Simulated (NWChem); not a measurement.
Molecule: GeH$_{4}$Se; SMILES [GeH3][SeH]

All runs: NWChem. Pople sets run with spherical d functions. Geometry: optimised at PBE0/def2-SVP. Level MN15/6-31G*: energy and gradient on several grids; changes count from the extra-fine grid, which is no exact limit either.

```csv
grid,size of the energy change (μHa),largest change of a gradient component (μHa/bohr)
xcoarse,3000,8000
coarse,30,700
medium,10,100
fine,< 10,< 30
xfine,< 10,< 30
```
